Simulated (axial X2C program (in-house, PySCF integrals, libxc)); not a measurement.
Low determinants of SeH at the PBE0 level, 2c

Calculated with an in-house relativistic program for diatomic molecules. Two-component (2c) means X2C with spin–orbit coupling and atomic mean-field two-electron Coulomb and Gaunt terms. Basis: Se dyall-v3z [8s9p6d1f], H dyall-v3z [6s2p1d] (cores contracted in-house); Gaussian nuclei, density fitting, unrestricted open shells. Masses: Se 79.917 u, H 1.008 u.

Search at 1.472 Å (vertical energies from the lowest determinant):

```json
{"ΔE (eV)": "0.00", "state": "Ω = 3/2", "electrons beyond evenly filled partner blocks": "ω = 3/2", "electrons in ±ω = 1/2, 3/2, 5/2, 7/2": "24 9 2 0"}
{"ΔE (eV)": "0.23", "state": "Ω = 1/2", "electrons beyond evenly filled partner blocks": "ω = 1/2", "electrons in ±ω = 1/2, 3/2, 5/2, 7/2": "23 10 2 0"}
{"ΔE (eV)": "5.23", "state": "Ω = 1/2", "electrons beyond evenly filled partner blocks": "2 × ω = -1/2, ω = 3/2", "electrons in ±ω = 1/2, 3/2, 5/2, 7/2": "24 9 2 0"}
{"ΔE (eV)": "5.93", "state": "Ω = 1/2", "electrons beyond evenly filled partner blocks": "ω = 1/2", "electrons in ±ω = 1/2, 3/2, 5/2, 7/2": "25 8 2 0"}
{"ΔE (eV)": "6.17", "state": "Ω = 5/2", "electrons beyond evenly filled partner blocks": "2 × ω = 1/2, ω = 3/2", "electrons in ±ω = 1/2, 3/2, 5/2, 7/2": "24 9 2 0"}
```

Lowest determinant, Ω = 3/2 (⟨Sz⟩ = 0.50, ⟨Lz⟩ = 1.00 at PBE0): Re = 1.470 Å, ωe = 2420.9 cm⁻¹.

The determinant in row 2 of the search, Ω = 1/2 (⟨Sz⟩ = -0.50, ⟨Lz⟩ = 1.00 at PBE0), was followed along the bond at PBE0; measured from the minimum of the lowest determinant it gives:

Te = 0.226 eV (1826 cm⁻¹), Re = 1.470 Å, ωe = 2424.6 cm⁻¹.

(1) Compare the bond of the determinant in row 2 with that of the lowest one.

The search compares states at one distance, so a state with another bond length can lie lower; it is not exhaustive and yields mostly the lowest determinant of each block pattern, so other components and higher states of one pattern are missing. These are energies of single determinants, not of spin-adapted states; PBE0 term energies can be off by some tenths of an eV, and the functional has no current term.

Answers

(1) At PBE0 its Re is the same within 0.001 Å and its force constant, which goes as ωe², is 1.00 times that of the lowest determinant. T0 ≈ Te + Δωe/2 = 1826 + (2) = 1828 cm⁻¹.
